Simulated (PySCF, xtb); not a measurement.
RuO4, SMILES [O]=[Ru](=[O])(=[O])=[O], multiplicity 1.

GFN2-xTB run with xtb at its own geometry gives an orbital gap of 3.78 eV and a dipole moment of 0.00 D.

The structure is a stationary point at r2SCAN-D4/def2-SVP. The multiplicity is an assumed one; other spin states were not compared. The isomer is the one that the SMILES or the coordinates give; other isomers of the formula were not compared. The def2 effective core potentials stand for the cores of Ru; spin–orbit coupling is left out.

Problem. What does PySCF with PBE0/def2-TZVPD give? (Estimate from the structure and the level; the computed values follow.)

Solution. gap 5.24 eV (levels -10.45 and -5.22 eV), dipole 0.00 D.
